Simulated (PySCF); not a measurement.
# AlSiH6NO3

The system: AlSiH6NO3, a small molecule; neutral, singlet. The structure, one conformer, was relaxed in the gas phase by PBE0-D3(BJ)/def2-SVP. No frequency run checks that it is a minimum.

SMILES: N[SiH2][O][Al]([OH])[OH]

Coordinates in Å:
```
O1     -0.949    0.794   -1.823
Al2     0.118    1.418   -0.660
O3      0.512    3.066   -0.691
O4      0.752    0.360    0.499
Si5     0.685   -1.225    0.985
N6     -0.806   -2.024    0.654
H7     -1.329    1.334   -2.517
H8      1.112    3.485   -0.073
H9      0.883   -1.260    2.462
H10     1.762   -1.969    0.270
H11    -1.079   -2.178   -0.312
H12    -1.621   -1.827    1.224
```

Shieldings: GIAO PBE0/pcSseg-2. Shifts are against computed references at the same level: H TMS (σ 31.24 ppm), Si TMS (σ 341.3 ppm). Core levels by delta-SCF with SCAN, pcX-2 on the ionised atom and pcseg-1 elsewhere, spin-free X2C (2p3/2 is the spin-free 2p value less a third of a first-order spin-orbit splitting); from the vacuum level, for chosen atoms.

Task: Give the NMR and core-level values of the distinct atoms.

Result: 
```csv
atoms,bonded to,σ (ppm),δ (ppm),core level (eV)
O1,1 Al + 1 H,319.7,-,1s 538.28
Al2,3 O,470.3,-,2p3/2 80.95
O3,1 Al + 1 H,317.0,-,1s 538.25
O4,1 Al + 1 Si,245.0,-,1s 537.30
Si5,1 N + 1 O + 2 H,377.9,-36.6,2p3/2 107.23
N6,1 Si + 2 H,221.2,-,-
H7,1 O,30.31,0.93,-
H8,1 O,30.17,1.07,-
H9,1 Si,26.48,4.76,-
H10,1 Si,26.33,4.92,-
H11,1 N,29.85,1.39,-
H12,1 N,29.94,1.31,-
```

Values are those of this one static structure; atoms that internal rotation interchanges would show their mean in an NMR spectrum.

Task: Which of O1, O3, O4 holds its core electrons tightest, and by how much against the loosest?

Result: O1 (bonded to 1 Al + 1 H), by 0.98 eV over O4 (bonded to 1 Al + 1 Si).

Task: By CAM-B3LYP/def2-SVPD (TDDFT singlets, Tamm-Dancoff triplets, ionisation by delta-SCF), where does absorption start, and what does vertical ionisation take?

Result: The lowest singlet lies at 6.44 eV (f 0.070), the lowest triplet at 6.15 eV; vertical ionisation takes 10.06 eV.

The 3 runs behind this took 3.2 min in all, one thread each of Intel Xeon Platinum 8488C on a shared host, launched as `OMP_NUM_THREADS=1 python cluster_run.py task.json out`.
